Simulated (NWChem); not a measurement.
Spin states of ClSi

```xyz
2

Si     0.0000     0.0000     1.1508
Cl     0.0000     0.0000    -0.9477
```
Charge 0, spin multiplicity 2.

Program: NWChem. The geometry was optimised at UB3LYP/def2-SVP, a minimum by its harmonic frequencies.

Basis set: def2-TZVP. The gap is E(quartet) − E(doublet) at the geometry of the doublet, so a negative value puts the higher spin lower. Open shells are unrestricted, coupled cluster uses restricted open-shell references. The quartet is the single determinant that the SCF runs reached, with unpaired electrons in orbitals of symmetry a1 and b1 and b2 (C2v labels); it need not be the lowest quartet, which in molecules with degenerate π orbitals can need several determinants.

| method | vertical doublet-quartet gap (kcal/mol) | relative cost | difference from CCSD(T) |
|---|---|---|---|
| B3LYP | 74.9 | 1 | +6.2 |
| PBE0 | 67.8 | under 3 | -0.9 |
| PBE | 69.7 | under 3 | +1.0 |
| M06-2X | 69.5 | under 3 | +0.8 |
| HF | 48.2 | under 3 | -20.4 |
| B2PLYP | 73.1 | under 3 | +4.5 |
| MP2 | 64.8 | under 3 | -3.9 |
| CCSD(T) | 68.7 | 10 | 0.0 |

The values span 26.6 kcal/mol, from HF (lowest) to B3LYP (highest). Relative cost: rough, from shared machines, SCF included, B3LYP = 1.

The correlated methods keep 10 core orbitals frozen. B3LYP has NWChem's definition, with VWN1-RPA local correlation. This spin state was chosen for the runs; another may lie lower. The structure started from a generated list of species. The unpaired electrons of the parent sit in orbitals of symmetry b2 (C2v labels of the run); other states weren't searched. The stability of the SCF solutions was not checked. Open-shell Hartree-Fock references start from PBE0 orbitals; any time given for them includes that run. Differences from the coupled-cluster row are differences between methods, not errors against experiment.
